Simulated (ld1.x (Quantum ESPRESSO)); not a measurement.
## Building the TM potential for tantalum (PBE, scalar-relativistic).

ld1.x (Quantum ESPRESSO) 7.5 input, shortened:

```
&input
   title='Ta', zed=73., rel=1, dft='PBE', iswitch=3,
   config='[Xe] 4f14 5d3 6s2 6p0'
 /
 &inputp
   pseudotype=2, tm=.true., lloc=0,
   nlcc=.true., new_core_ps=.true., rcore=1.02
 /
3
6P  2  1   0.00   0.00  3.35  3.35  0.0
5D  3  2   3.00   0.00  2.45  2.45  0.0
6S  1  0   2.00   0.00  2.15  2.15  0.0
 &test
   configts(1)='5d3 6s2 6p0'
 /
```

- Cutoffs needed: 25 Ry and 35 Ry (the cutoffs (Ry, on a coarse ladder) from which the occupation-weighted sum of valence levels, in a spherical-Bessel basis at the reference potential, stays within 10 and 1 mRy of its value at 400 Ry)
- Ghost test: no extra level below or beside the all-electron valence levels (p, d, s, f tested) (spherical-Bessel basis up to 400 Ry, 20 bohr box)
- Largest excitation error: -239 meV (all-electron minus pseudo) for 5d2 6s0 6p0, out of 7 test configurations
